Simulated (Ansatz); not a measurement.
A made-up structure of AlBH3SO (charge -1), closed shell:

```
7
angstrom
B -0.8027 1.3634 0.0541
S -0.9178 -0.1532 0.9384
Al 0.7653 -1.4609 0.0307
O 1.0322 -2.9784 0.5532
H -1.5751 2.2470 0.3254
H 1.2170 -3.7596 1.0977
H 1.4827 -0.5625 -1.0966
```

It is relaxed with PBE-D4/def2-SVPD and then PBE0-D4/def2-TZVPD (Ansatz 0.2.0). Atoms count as bonded within 1.22 times the sum of their covalent radii (H–H: 0.88 Å). The end point is not checked to be a true minimum.

(1) Does its bonding change? (A judgement: the text doesn't fix the answer.)

Results:

(1) By the calculation: Yes. Formed: B1–Al3; broken: none.

Where it ends: The first stage lowers the energy by 2.88 eV in 20 steps. It ends as AlBH₃SO ([OH][AlH]1[BH][S]1), total charge -1:
```
atom    x (Å)    y (Å)    z (Å)
  B1  -0.4185   0.5614   0.5790
  S2  -1.6837  -0.5510  -0.0372
 Al3   0.6154  -1.0083  -0.2593
  O4   1.2515  -2.3692   0.6565
  H5  -0.6957   1.5798   1.1617
  H6   0.9779  -2.3776   1.5740
  H7   1.1546  -1.1392  -1.7720
```

Labels in which every atom is bracketed show which atoms are joined, not bond orders.

For scale, one of the runs: PBE0-D4/def2-TZVPD relaxation, 193 basis functions, launched by `ansatz run in.yaml --threads 2 --pin off --events-out ev --progress --plain --max-ram 4352MiB`. Hardware: 2 CPU threads of an Intel Xeon Platinum 8488C, shared host. Wall time about 31 s.
